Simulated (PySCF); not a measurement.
Numbering as in the mapped SMILES `[CH3:1][c:2]1[cH:3][cH:4][cH:5][c:6]([CH3:7])[c:8]1[N:9]([CH3:10])[CH3:11]`; H(Xn) means a hydrogen on atom n.

- shieldings: GIAO PBE/pcSseg-1
- PBE0-D3(BJ)/def2-SVP geometry
- couplings computed with B3LYP/pcJ-1 (without the spin–dipole term)
- program: PySCF 2.14
- equivalent nuclei averaged, relativity neglected, isolated molecule, single conformer

List the cross peaks expected in HSQC, COSY and HMBC spectra.

Results:



HSQC (one-bond C–H):
```tsv
δH	δC	1J(C,H) (Hz)
7.02 (H(C3)/H(C5))	131.6 (C3/C5)	164
6.92 (H(C4))	127.0 (C4)	165
2.78 (H(C10)/H(C11))	42.8 (C10/C11)	139
2.22 (H(C1)/H(C7))	22.0 (C1/C7)	133
```

COSY cross peaks (|J| ≥ 2 Hz):
```tsv
δH	δH	abs. J (Hz)	bonds
7.02 (H(C3)/H(C5))	6.92 (H(C4))	8.3	3
```

HMBC (two and three bonds, |J| ≥ 2.5 Hz):
```tsv
δH	δC [abs. J in Hz]
7.02 (H(C3)/H(C5))	152.5 (C8) [8.0], 131.6 (C3/C5) [8.9], 22.0 (C1/C7) [5.8]
6.92 (H(C4))	139.8 (C2/C6) [8.1]
2.78 (H(C10)/H(C11))	152.5 (C8) [2.8], 42.8 (C10/C11) [4.3]
2.22 (H(C1)/H(C7))	152.5 (C8) [4.5], 139.8 (C2/C6) [5.3], 131.6 (C3/C5) [5.5]
```

Shifts are taken against calculated references (same method and geometry level): 1H (σref 31.20), 13C (σref 180.03) against TMS.

Short H···H contacts in this conformer between protons four or more bonds apart (candidates for NOE cross peaks, intensity ∝ r⁻⁶): H(C1)···H(C3) 2.35 Å, H(C7)···H(C10) 2.35 Å, H(C5)···H(C7) 2.40 Å.

Unscaled 3J(H,H) at this level run about 10 % above measured values. Shifts are as computed. Against solution values, carbons near 30 ppm lie about +2 ppm off and those near 130 ppm about +2 ppm. Of 1313 compounds with measured shifts, 239 miss one by over three times the rms of a fit or turn the order of signals round; such compounds aren't used in these exercises.
